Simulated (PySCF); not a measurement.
Simulation results for CH$_{6}$BGeO

Calculation on a computer-drawn molecule: optimised geometry and harmonic frequencies of an isolated molecule of the commonest isotopes, restricted reference for singlets and unrestricted otherwise, frozen core in MP2; on germanium a core potential holds 10 electrons, which the energies leave out, and 3d is frozen in MP2 and coupled-cluster steps. Program: PySCF 2.14.0.

## CH$_{6}$BGeO

Start structure:
```xyz
10
CH6BGeO
B     -0.0316     1.9034     1.4901
O      0.3006     0.6999     1.6341
Ge     1.0493    -0.6829     1.0599
C     -0.2622    -2.0787     1.1576
H     -0.5996     2.5635     2.4152
H      0.1493     2.4454     0.4621
H      2.1761    -0.9146     1.9947
H      1.5913    -0.5073    -0.3607
H     -1.1627    -1.9790     1.7124
H     -0.1762    -3.0435     0.7058
```

| Item | Value |
| --- | --- |
| charge | 0 |
| multiplicity | 2 |
| method | HF |
| basis | cc-pVDZ |
| basis and core potential on germanium | cc-pVDZ-PP ECP10MDF |
| rotational constants | 10.84, 3.059, 2.658 GHz |
| total energy | -434.2972 hartree |
| spin squared | 0.7616 |
| convergence status largest gradient component | 4.476e-06 hartree/bohr |

Drawn bonds:
| atom | other atom | order |
| --- | --- | --- |
| 1 | 2 | 1 |
| 2 | 3 | 1 |
| 3 | 4 | 1 |
| 1 | 5 | 1 |
| 1 | 6 | 1 |
| 3 | 7 | 1 |
| 3 | 8 | 1 |
| 4 | 9 | 1 |
| 4 | 10 | 1 |

Optimised structure:
```xyz
10
CH6BGeO
B     -0.0550     1.9303     1.4099
O      0.2653     0.7460     1.9466
Ge     1.0508    -0.6999     1.2089
C     -0.2462    -2.1190     1.1364
H     -0.5909     2.7549     2.1063
H      0.1846     2.1765     0.2490
H      2.2040    -1.0371     2.1473
H      1.5320    -0.3001    -0.1845
H     -0.4517    -2.7517     1.9937
H     -0.8586    -2.2937     0.2575
```

Modes:
| frequency (cm⁻¹) | reduced mass (dalton) |
| --- | --- |
| 28.85 | 2.646 |
| 71.45 | 1.029 |
| 193.3 | 2.268 |
| 238.6 | 2.526 |
| 307.3 | 1.517 |
| 495.3 | 1.076 |
| 515.3 | 1.404 |
| 609.6 | 6.223 |
| 677.3 | 4.981 |
| 722 | 1.104 |
| 868.5 | 1.07 |
| 872.8 | 1.213 |
| 944.7 | 1.027 |
| 1083 | 1.421 |
| 1142 | 1.372 |
| 1284 | 1.466 |
| 1440 | 2.808 |
| 1483 | 1.135 |
| 2251 | 1.023 |
| 2268 | 1.017 |
| 2616 | 1.057 |
| 2688 | 1.119 |
| 3273 | 1.052 |
| 3383 | 1.116 |
